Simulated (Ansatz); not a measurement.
ClH₂InOS, SMILES `[OH][In]([SH])[Cl]`, relaxed with RKS PBE0-D4/def2-TZVP in the Gaussian-basis code of Ansatz from a GFN2-xTB geometry. The force threshold is 0.005 eV/Å; the program also tests the step.

The species carries charge 0 and has multiplicity 1. In takes the def2 core potential.

Start:

```xyz
6

O     1.368   -0.385   -0.513
In   -0.375   -0.252    0.370
S    -1.514    1.740   -0.324
Cl   -0.896   -1.973    1.810
H     1.873   -1.158   -0.268
H    -0.457    2.027   -1.075
```

Question: By how much does the energy fall, and how many steps does the optimiser take? (An estimate is asked.)

Answer: The calculation gave: 5.54 kJ/mol, in 8 steps, 1 of them rejected.

Question: Which bonds change most? (An estimate is asked.)

Answer: The calculation gave: In2–S3 from 2.398 to 2.351 Å; S3–H6 from 1.328 to 1.345 Å; In2–Cl4 from 2.304 to 2.318 Å; O1–In2 from 1.958 to 1.970 Å.

Question: Give the relaxed structure. (An estimate is asked.)

Answer: Ansatz gave: 
```xyz
6

O     1.514   -0.477   -0.524
In   -0.262   -0.211    0.285
S    -1.572    1.671   -0.235
Cl   -0.977   -1.846    1.765
H     1.932   -1.287   -0.219
H    -0.635    2.150   -1.072
```
